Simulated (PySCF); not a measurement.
CH₄F₂SeSi, SMILES FC(F)[SiH2][SeH], point group C1.

Level: PBE0/pcSseg-1 in PySCF (density fitting, grid level 2); geometry and Hessian at that level, cubic constants and property derivatives from steps of ±0.6 along each species' dimensionless normal coordinates, second-order vibrational perturbation theory. The parent has the commonest isotopes.

Equilibrium geometry (Å):

```
atom        x        y        z
  F1  -0.5028   1.5988   0.8238
  C2  -0.8119   0.8213  -0.2589
  F3  -2.1645   0.6168  -0.2459
 Si4   0.0808  -0.8701  -0.0989
 Se5   2.3360  -0.5692  -0.1302
  H6  -0.5730   1.4032  -1.1587
  H7  -0.2310  -1.6952  -1.2930
  H8  -0.4087  -1.5028   1.1516
  H9   2.3294   0.2211   1.1095
```

Problem. Give the equilibrium and ground-state rotational constants (MHz) of parent; ⁷⁷Se at 5.

Solution. 
```csv
species,Ae,Be,Ce,A0,B0,C0,Δ0 (u Å²),harmonic ZPE (cm⁻¹)
parent,5988.7,998.1,894.26,5958,992.55,889.93,-26.114,10575
⁷⁷Se at 5,5992,1013.7,906.82,5961.4,1008.1,902.42,-26.085,10577
```

Δ0 = Ic − Ia − Ib from the ground-state constants.

Problem. How is the parent's vibrational correction B0 − Be made up?

Solution. 
| axis | harmonic | Coriolis | cubic | total (MHz) |
| --- | --- | --- | --- | --- |
| a | 9.95 | -14.6 | -26.1 | -30.7 |
| b | 0.988 | -0.382 | -6.16 | -5.55 |
| c | 0.47 | -0.282 | -4.51 | -4.33 |

Problem. And its quartic centrifugal distortion constants from the harmonic force field?

Solution. Asymmetric top, A reduction, Ir representation: ΔJ = 0.222 kHz, ΔJK = -0.208 kHz, ΔK = 7.62 kHz, δJ = 0.0383 kHz, δK = 1.43 kHz.

A mode lies under 250 cm⁻¹, where this perturbation treatment is rough. Internal rotors are held in one well.
